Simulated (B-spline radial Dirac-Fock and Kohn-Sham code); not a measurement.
Binding energies of Be at several levels of theory

System: the free beryllium atom in the configuration [He] 2s1 2p1 (not the ground configuration).

The density-functional columns are spherical, spin-unpolarised Dirac-Kohn-Sham results without Breit or QED terms: −ε is minus the orbital energy of the initial state and ΔSCF the difference of two total energies. The reference in the last column comes from Dirac-Fock energy differences between relaxed states, corrected for Breit and QED terms. All numbers are from a radial B-spline solver, in eV; a selection of levels is shown.

| level | LDA −ε | LDA ΔSCF | Dirac-Fock |
| --- | --- | --- | --- |
| L1 (2s) | 6.13 | 9.81 | 9.41 |
| L2,3 (2p) | 2.60 | 5.99 | 5.42 |

Values without a named source are computed, but for edge energies of neutral atoms, which are taken from tables.
